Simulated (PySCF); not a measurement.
C3H7AlO2, SMILES [Al]1([O]CC[O]1)[CH3].

Geometry optimised at PBE0-D3(BJ)/def2-SVP. A frequency run showed that this geometry is not a minimum. One conformer was computed; it need not be the lowest.

Two levels are set side by side: PBE/def2-TZVP (PySCF) and M06-2X/def2-TZVP (PySCF). Same geometry, gas phase. Differences are taken from unrounded values.

```json
[
 {"quantity": "orbital gap (eV)", "M06-2X": "9.01"},
 {"quantity": "highest occupied level (eV)", "M06-2X": "-8.71"},
 {"quantity": "lowest empty level (eV)", "M06-2X": "0.30"},
 {"quantity": "dipole moment (D)", "M06-2X": "0.87"},
 {"quantity": "mean polarisability (bohr³)", "M06-2X": "61.2"}
]
```

### Question
What does PBE give, and how far is it from M06-2X? (An estimate is asked for; the answer gives what the named calculation found.)

### Answer

```csv
quantity,PBE,PBE minus M06-2X
orbital gap (eV),4.66,-4.35
highest occupied level (eV),-5.70,3.01
lowest empty level (eV),-1.04,-1.34
dipole moment (D),0.94,0.07
mean polarisability (bohr³),66.2,5.0
```

PBE's occupied levels lie high since its potential decays too fast outside the molecule; exact exchange lowers them and widens the gap. Loosely held outer electrons make PBE densities more polarisable. Differences between two approximate levels are no errors against the true value.

Rough cost on one machine, each run with all the roots and properties that it gave: M06-2X against PBE about 3 times.
